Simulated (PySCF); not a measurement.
Species: C₅H₄F₂.
SMILES with atom numbers: `[F:1]/[CH:2]=[C:3](/[F:4])[C:5]1=[CH:6][CH2:7]1` (hydrogens: H8 on C2; H9 on C6; H10, H11 on C7)

Method: PySCF, PBE0-D3(BJ)/def2-SVP geometry optimisation, gas phase; density fitting, grid level 1; the optimiser is geomeTRIC in internal coordinates, started from a GFN2-xTB structure with every atom displaced at random (about 0.01 Å).

Step 0: E = -10661.0321 eV
```
atom  x, y, z in Å  |  force x, y, z in eV/Å
F1      2.1327   -0.8160   -0.6601   -0.603  -0.091   0.178
C2      1.1640   -1.6156   -0.1971    0.484   1.155  -0.342
C3     -0.0504   -1.1551    0.1717    1.257  -0.563  -0.238
F4     -0.8821   -2.0650    0.6399   -0.807  -0.473   0.286
C5     -0.4815    0.1808    0.1361   -0.783   1.546   0.085
C6     -1.4018    1.1036    0.3492    1.536  -0.812  -0.417
C7     -0.0908    1.5959   -0.2028   -0.888  -0.788   0.594
H8      1.4860   -2.6405   -0.1575   -0.127  -0.708   0.162
H9     -2.3758    1.3684    0.6927   -0.718   0.165   0.232
H10     0.5843    2.1338    0.4491    0.495   0.288   0.351
H11    -0.0464    1.8839   -1.2369    0.154   0.281  -0.890
```

Problem. Estimate the geometry and energy of step 1. (The exact step hangs on the optimiser's Hessian estimate; all steps are aligned on step 0, rigid shifts and turns removed.)

Solution. E = -10661.0866 eV, largest force 0.626 eV/Å
```
atom  x, y, z in Å  |  force x, y, z in eV/Å
F1      1.9951   -0.7845   -0.8273    0.509   0.147  -0.075
C2      1.1768   -1.6089   -0.2141   -0.502  -0.372   0.047
C3     -0.0080   -1.1678    0.2342   -0.391   0.025   0.059
F4     -0.8823   -2.0422    0.7582    0.369   0.142  -0.056
C5     -0.4466    0.1890    0.1567   -0.147  -0.203   0.105
C6     -1.3993    1.0670    0.3083   -0.105   0.241  -0.061
C7     -0.0829    1.6028   -0.1597    0.149   0.011  -0.079
H8      1.4801   -2.6602   -0.1628    0.096   0.126  -0.018
H9     -2.4255    1.3285    0.5631    0.113  -0.124   0.014
H10     0.5617    2.1578    0.5425   -0.014  -0.001  -0.050
H11     0.0690    1.8928   -1.2148   -0.076   0.009   0.113
```

The energy changes by -0.0545 eV. The first-order estimate −F·Δx gives -0.2316 eV and the mean of the old and new forces, exact on a quadratic surface, -0.0615 eV. The step makes an angle of 80° with the force vector and moves no atom by more than 0.219 Å.

The cost below is that of the whole optimisation. The run took 78 s wall on one thread, Arm Neoverse N1 (aarch64), on a shared host, and the process peaked at 0.51 GiB of memory.
